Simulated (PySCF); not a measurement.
# Fe⁺ (iron, charge +1): PBE0 calculation

Configuration: [Ar] 3d6 4s1, high-spin 6D determinant. Calculation: PySCF 2.14, in cc-pVDZ (6s5p3d1f, 43 functions); no relativity, point nucleus.

- Total energy: -1263.181 hartree
- One-electron energy: -1736.288 hartree
- Hartree (Coulomb) energy: 528.327 hartree
- Exchange-correlation energy: -55.221 hartree
- Kinetic energy: 1261.85536 hartree
- ⟨S²⟩: 8.7510
- ⟨L²⟩: 6.010
- Sum of ⟨r⟩: 18.14 bohr
- Sum of ⟨r²⟩: 25.16 bohr²
- Traceless quadrupole moment −½Σ⟨3z² − r²⟩ along its main axis: 0.379 e·bohr²
- Density at the nucleus (Gaussians lack the cusp): 11800 bohr⁻³
- Spin density at the nucleus: 5.85 bohr⁻³
- Langevin diamagnetic susceptibility: -19.9 ×10⁻⁶ cm³/mol
- Time after the integrals: 0.86 s of wall time on 1 thread of Neoverse-V1 (shared host)

```tsv
shell	electrons	mean orbital energy (eV)	spread (eV)	rms radius, mean of both spins (bohr)
1s α	1	-6986.5	0	0.0684
1s β	1	-6986.4	0	0.0684
2s α	1	-831.45	0	0.292
2s β	1	-829.15	0	0.292
2p α	3	-717.67	0.914	0.262
2p β	3	-715.75	0.395	0.262
3s α	1	-108.30	0	0.881
3s β	1	-102.56	0	0.881
3p α	3	-74.546	1.884	0.938
3p β	3	-68.418	0.162	0.938
3d α	5	-20.044	2.109	1.24
3d β	1	-15.940	0	1.24
4s α	1	-13.540	0	2.91
```
